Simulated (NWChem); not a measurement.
System: AlH2OCl; SMILES [OH][AlH][Cl]

```xyz
5

Al    -0.5357     0.5412     0.0000
H     -2.0723     0.8467     0.0000
Cl     0.1851    -1.4358     0.0000
O      0.5481     1.8400     0.0000
H      1.5058     1.8066     0.0000
```
Atoms are numbered in this order, from 1.

Computed with NWChem. Pople sets run with spherical d functions. The geometry was optimised at PBE0/def2-SVP. Ions are spin-unrestricted doublets at the neutral geometry; other ion states weren't tried.

**Question.** Order these by “−ε(HOMO) (eV)”, lowest first: LDA (Slater exchange, VWN5)/6-31G*; B3LYP/6-31G*; M06-2X/6-31G*; PBE0/6-31G*.

**Answer.** LDA (Slater exchange, VWN5)/6-31G* (7.64), B3LYP/6-31G* (8.70), PBE0/6-31G* (9.02), M06-2X/6-31G* (10.33)
